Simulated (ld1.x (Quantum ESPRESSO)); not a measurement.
# Configuration tests for Mo (Z = 42) (TM)

- Element: molybdenum
- Generator: ld1.x (Quantum ESPRESSO) 7.5
- Type: norm-conserving Troullier–Martins (Kleinman–Bylander form)
- Functional: Wu–Cohen
- Relativity: fully relativistic
- Frozen core: [Ar] 3d10
- Valence charge: 14
- Reference configuration: 4s2 4p6 4d5 5s1 5p0
- Partial waves: 4s (bound): rc 1.55 bohr; 4p (bound): rc 1.40 bohr; 4d (bound): rc 1.55 bohr
- Local potential: the d channel
- Core correction: none

Open shells are filled in proportion to 2j + 1 (rel_dist='average').

Occupied shells without a wave of their own: 5s. They enter only through the test configuration that unscreens the potential.

Energies are relative to the spin-unpolarised reference configuration 4s2 4p6 4d5 5s1 5p0; without spin polarisation the order of configurations can differ from experiment. The d channel is local and has no spin–orbit splitting in the pseudo-atom.

```
  valence configuration  charge  ΔE all-electron (eV)  error AE − PS (meV)
    4s2 4p6 4d5 5s0 5p0      +1                 6.891                 -155
    4s2 4p6 4d4 5s0 5p0      +2                22.340                 -236
    4s2 4p6 4d3 5s0 5p0      +3                49.064                 -332
    4s2 4p6 4d4 5s2 5p0       0                 0.163                 +145
4s2 4p6 4d5.5 5s0.5 5p0       0                 0.288                  -53
    4s2 4p6 4d2 5s0 5p0      +4                88.543                 -433
    4s2 4p6 4d6 5s0 5p0       0                 0.773                  -98
```

The 5s level has no wave, so the channel is fitted at the deeper level alone: the likely source of the large errors.
